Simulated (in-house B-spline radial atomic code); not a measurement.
Orbital energies and mean radii along the 4-electron series, configuration [He] 2s2. The effective charge is n√(-2ε), a non-relativistic measure. Computed with a B-spline radial code for spherical atoms: Dirac-Hartree-Fock, average of the configuration, finite nuclei.

| ion | Z | energy of 1s1/2 (Eh) | mean radius of 1s1/2 (bohr) | energy of 2s1/2 (Eh) | mean radius of 2s1/2 (bohr) | effective charge of 1s1/2 |
| --- | --- | --- | --- | --- | --- | --- |
| La53+ | 57 | -1639.53 | 0.024922 | -397.06 | 0.10132 | 57.263 |
| Ce54+ | 58 | -1701.58 | 0.024431 | -412.58 | 0.099273 | 58.337 |
| Pr55+ | 59 | ? | ? | ? | ? | ? |
| Nd56+ | 60 | ? | ? | ? | ? | ? |
| Pm57+ | 61 | -1895.78 | 0.023049 | -461.27 | 0.093523 | 61.576 |
| Sm58+ | 62 | -1963.24 | 0.022616 | -478.23 | 0.091724 | 62.662 |

Problem. Fill in the row of Pr55+.

Solution. energy of 1s1/2 (Eh): -1764.97; mean radius of 1s1/2 (bohr): 0.023956; energy of 2s1/2 (Eh): -428.45; mean radius of 2s1/2 (bohr): 0.097295; effective charge of 1s1/2: 59.413.

Problem. Fill in the row of Nd56+.

Solution. energy of 1s1/2 (Eh): -1829.69; mean radius of 1s1/2 (bohr): 0.023495; energy of 2s1/2 (Eh): -444.68; mean radius of 2s1/2 (bohr): 0.095379; effective charge of 1s1/2: 60.493.

Problem. How does the screening of 1s1/2 change?

Solution. Z less the effective charge goes from -0.26 at Z = 57 to -0.66 at Z = 62.
